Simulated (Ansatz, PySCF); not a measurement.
Input for PySCF:
```python
from pyscf import gto, scf, dft

mol = gto.Mole()
mol.atom = '''
    Ga    0.000000    0.000000    0.000000
    H    -0.000000   -0.000000   -1.563554
    H     0.000000    0.000000    1.563554
'''
mol.basis = 'cc-pvdz'
mol.charge = 1
mol.spin = 0
mol.verbose = 4
mol.build()

mf = dft.RKS(mol)
mf.xc = 'wb97m_v'
mf.grids.atom_grid = (99, 590)
mf.grids.prune = None
mf.kernel()
```

Give the equivalent Ansatz (a quantum-chemistry and plane-wave program) input.

This is not unique; one that fits is 
Ansatz 0.2 input:
```yaml
crystal:
  periodic: [false, false, false]
  atoms:
    - {symbol: Ga, position_ang: [0.00000000, 0.00000000, 0.00000000]}
    - {symbol: H, position_ang: [-0.00000000, -0.00000000, -1.56355402]}
    - {symbol: H, position_ang: [0.00000000, 0.00000000, 1.56355402]}
basis:
  gaussian:
    orbitals: cc-pVDZ
hamiltonian:
  xc: {name: wB97M-V}
total_charge: 1
accuracy: high
```

Both were run: PySCF gave -1925.583939 Eh and Ansatz -1925.583939 Eh, 0.000 mEh apart.
